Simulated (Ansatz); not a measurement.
H2AlBF, SMILES `F[B-][AlH2]` (triplet; the order of the spin states depends on the level) (charge -1, multiplicity 3). This triplet lies 0.32 eV above the relaxed singlet at the level frozen-core CCSD(T)/aug-cc-pVTZ // B3LYP-D3(BJ)/def2-TZVPD (Ansatz, a quantum-chemistry and plane-wave program); other levels give the other order.

The numbers are results of CAM-B3LYP/aug-cc-pVTZ // B3LYP-D3(BJ)/def2-TZVPD in Ansatz, not measurements.

Ansatz 0.2 input:
```yaml
crystal:
  periodic: [false, false, false]
  atoms:
    - { symbol: F, position_ang: [2.487213, 0.21879, -0.040311] }
    - { symbol: B, position_ang: [1.325313, -0.478189, 0.005036] }
    - { symbol: Al, position_ang: [-0.676488, -0.005137, 0.008368] }
    - { symbol: H, position_ang: [-1.379544, 1.464711, -0.047151] }
    - { symbol: H, position_ang: [-1.756495, -1.200175, 0.074058] }
basis:
  gaussian: { orbitals: aug-cc-pVTZ }
hamiltonian:
  xc: cam_b3lyp
total_charge: -1
magnetization:
  spin_polarized: true
  initial_magnetization: 2
```

Output:

```
Functional definition: CAM-B3LYP
924 factors; their error is unknown
361 factors; integrals over basis functions are off by at most 3.0e-5 eV
mean field evaluation 1: about -10017.7694 eV, gradient 3.3e1 eV
mean field evaluation 2: about -10017.1246 eV, gradient 4.7e1 eV
mean field evaluation 4: about -10022.7015 eV, gradient 1.0e0 eV
mean field evaluation 8: about -10022.7238 eV, gradient 4.0e-2 eV
mean field evaluation 16: about -10022.7319 eV, gradient 2.1e-4 eV
mean field -10022.73185115 eV, -368.3286018781 hartree, gradient 6.1e-5 eV, S^2 2.005778; 0 other end points of the search recorded, 0 dependent functions left out
reference -10022.73198147 eV, -368.3286066672 hartree; 16, 14 occupied and 172, 174 virtual orbitals, 924 factors
Total energy: -10022.73198147 eV, -368.3286066672 hartree
```
